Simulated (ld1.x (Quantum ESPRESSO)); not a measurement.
Sc (Z = 21): RRKJ pseudisation with PBEsol, scalar-relativistic reference atom.

Input for ld1.x (Quantum ESPRESSO) 7.5:

```
&input
   title='Sc', zed=21., rel=1, dft='PBESOL', iswitch=3,
   config='[Ar] 3d1 4s2 4p0',
   nld=3, rlderiv=3.20, eminld=-4.0, emaxld=5.0, deld=0.02
 /
 &inputp
   pseudotype=2, tm=.false., lloc=0,
   nlcc=.true., new_core_ps=.true., rcore=1.10,
   file_pseudopw='Sc.UPF', file_wfcaegen='ae.wfc', file_wfcncgen='nc.wfc', file_beta='beta', file_chi='chi'
 /
3
3P  2  1   6.00   0.00  1.20  1.20  0.0
3D  3  2   1.00   0.00  1.80  1.80  0.0
4S  1  0   2.00   0.00  2.95  2.95  0.0
 &test
   configts(1)='3p6 3d1 4s2 4p0'
 /
```

Command:

```bash
ld1.x < Sc.in > Sc.out
```

The program printed (shortened: banner, matrices, multipoles, cross overlaps and the repeated all-electron block are left out):

```
Program LD1 v.7.5
     --------------------------- All-electron run ----------------------------

     Sc
     scalar relativistic calculation

     atomic number is 21.00
     dft =PBESOL   lsd =0 sic =0 latt =0  beta=0.20 tr2=1.0E-14
     Exchange-correlation= PBESOL
                           (   1   4  10   8   0   0   0)
     mesh =1173 r(mesh) = 100.03074 a.u. xmin = -7.00 dx = 0.01250
     1 Ry =  13.60569312 eV, c = 137.03599908

     n l     nl                  e(Ry)          e(Ha)          e(eV)
     1 0     1S 1( 2.00)      -322.7766      -161.3883     -4391.5994
     2 0     2S 1( 2.00)       -34.8140       -17.4070      -473.6682
     2 1     2P 1( 6.00)       -28.5141       -14.2570      -387.9538
     3 0     3S 1( 2.00)        -4.0333        -2.0167       -54.8761
     3 1     3P 1( 6.00)        -2.4658        -1.2329       -33.5484
     3 2     3D 1( 1.00)        -0.2386        -0.1193        -3.2462
     4 0     4S 1( 2.00)        -0.3078        -0.1539        -4.1880
     4 1     4P 1( 0.00)        -0.1066        -0.0533        -1.4505

     final scf error:  4.7E-15 reached in  30 iterations

     Etot =   -1526.292070 Ry,    -763.146035 Ha,  -20766.261521 eV

     Ekin =    1537.665651 Ry,     768.832826 Ha,   20921.006979 eV
     Encl =   -3627.711114 Ry,   -1813.855557 Ha,  -49357.524158 eV
     Eh   =     639.631808 Ry,     319.815904 Ha,    8702.634097 eV
     Exc  =     -75.878416 Ry,     -37.939208 Ha,   -1032.378439 eV

     normalization and overlap integrals

     s(1S/1S) =  1.000000  <r> =   0.0731  <r2> =    0.0072  r(max) =   0.0476
     s(2S/2S) =  1.000000  <r> =   0.3439  <r2> =    0.1400  r(max) =   0.2845
     s(2P/2P) =  1.000000  <r> =   0.3079  <r2> =    0.1171  r(max) =   0.2329
     s(3S/3S) =  1.000000  <r> =   1.0758  <r2> =    1.3358  r(max) =   0.9213
     s(3P/3P) =  1.000000  <r> =   1.1694  <r2> =    1.6135  r(max) =   0.9685
     s(3D/3D) =  1.000000  <r> =   1.8674  <r2> =    4.8053  r(max) =   1.0974
     s(4S/4S) =  1.000000  <r> =   3.7092  <r2> =   15.8151  r(max) =   3.0971
     s(4P/4P) =  1.000000  <r> =   5.0162  <r2> =   29.5030  r(max) =   4.0268

     ------------------------ End of All-electron run ------------------------

     --------------------- Generating NC pseudopotential ---------------------

      Generating local pot.: lloc=0, matching radius rcloc =   2.9500

      Computing core charge for nlcc:

       r > 1.11 : true rho core
      Core charge pseudized with two Bessel functions
      Integrated core pseudo-charge :   2.75

      Wfc   3P  rcut= 1.198  Estimated cut-off energy=      123.07 Ry
      This function has    0 nodes for 0 < r <    1.198

      Wfc   3D  rcut= 1.787  Estimated cut-off energy=       72.79 Ry
      This function has    0 nodes for 0 < r <    1.787

     ------------------- End of pseudopotential generation -------------------

     Computing logarithmic derivative in   3.19551
     Computing logarithmic derivative in   3.19551
     Computing the partial wave expansion
       no projector for channel:   0
     R is outside the sphere for l=    1 j= 0.00
     R is outside the sphere for l=    2 j= 0.00

     ---------------------- Testing the pseudopotential ----------------------

     Sc
     scalar relativistic calculation

     atomic number is 21.00   valence charge is  9.00
     dft =PBESOL   lsd =0 sic =0 latt =0  beta=0.20 tr2=1.0E-14
     mesh =1173 r(mesh) = 100.03074 xmin = -7.00 dx = 0.01250

     n l     nl             e AE (Ry)        e PS (Ry)    De AE-PS (Ry)
     2 1     3P   1( 6.00)       -2.46576       -2.46576       -0.00000
     3 2     3D   1( 1.00)       -0.23859       -0.23859        0.00000
     1 0     4S   1( 2.00)       -0.30781       -0.30782        0.00000
     3 1     4P   1( 0.00)       -0.10661       -0.07637       -0.03024  !

     eps = 1.2E-15  iter = 12

     Etot =   -1526.292070 Ry,    -763.146035 Ha,  -20766.261521 eV
     Etotps =   -61.616838 Ry,     -30.808419 Ha,    -838.339787 eV

     Ekin =      30.064119 Ry,      15.032059 Ha,     409.043173 eV
     Encl =     -72.250671 Ry,     -36.125336 Ha,    -983.020461 eV
     Ehrt =      44.817388 Ry,      22.408694 Ha,     609.771628 eV
     Ecxc =     -13.124508 Ry,      -6.562254 Ha,    -178.568026 eV
     (Ecc =      -2.905913 Ry,      -1.452957 Ha,     -39.536963 eV)
     Epseu=     -51.123166 Ry,     -25.561583 Ha,    -695.566101 eV

     ---------------------- End of pseudopotential test ----------------------
```

Generation and configuration tests took about 2.6 s on one core of a shared server CPU.
